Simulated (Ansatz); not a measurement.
Reactions of `CO[SiH](F)[O][GeH3]`.

Calculated with Ansatz (gas phase, PBE0-D4/def2-TZVP geometries, no zero-point term in ΔE). CCSD(T)/CBS is the MP2 limit (def2-TZVPP, def2-QZVPP) plus CCSD(T) − MP2 in def2-TZVPP, frozen cores. This one scheme is used for every species. Double bonds are as drawn, so ΔE can hold a change between cis and trans. For Ge, Zn outer-core shells are correlated without core-valence functions, which leaves a few kJ/mol of doubt a bond. Scalar relativity is left out up to krypton. Each species was taken in one conformer, which may not be the lowest.

```tsv
reaction	CCSD/CBS(def2) (kJ/mol)	CCSD(T)/CBS(def2) (kJ/mol)
`CO[SiH](F)[O][GeH3]` + `[SiH3]S[SiH2]Cl` → `CO[SiH](F)S[SiH2]Cl` + `[SiH3][O][GeH3]`	32	32
`CO[SiH](F)[O][GeH3]` + CH₃OH → `C[O][GeH3]` + `CO[SiH](O)F`	20	19
`CO[SiH](F)[O][GeH3]` + `C=C` → `C=C[SiH](F)OC` + `[OH][GeH3]`	138	134
`CO[SiH](F)[O][GeH3]` + `[SiH3][SiH2][SiH3]` → `[SiH3][SiH2][GeH3]` + `CO[SiH](F)O[SiH3]`	-83	-81
`CO[SiH](F)[O][GeH3]` + `C[O][ZnH]` → `F[SiH2][O][GeH3]` + `C[O][Zn][O]C`	106	105
`CO[SiH](F)[O][GeH3]` + `F/C=C/[SiH3]` → `F/C=[CH]/[GeH3]` + `CO[SiH](F)O[SiH3]`	-53	-51
`CO[SiH](F)[O][GeH3]` + BH₃ → `B[SiH](F)OC` + `[OH][GeH3]`	170	168
`CO[SiH](F)[O][GeH3]` + `NCS` → `NC[S][GeH3]` + `CO[SiH](O)F`	-13	-16
`CO[SiH](F)[O][GeH3]` → `F[SiH2][O][GeH3]` + `C=O`	233	232
`CO[SiH](F)[O][GeH3]` + `CS[SiH](F)Cl` → `F[SiH](Cl)[S][GeH3]` + `CO[SiH](F)OC`	34	34
```

Largest T1 diagnostic: 0.017, for `C[O][ZnH]`.
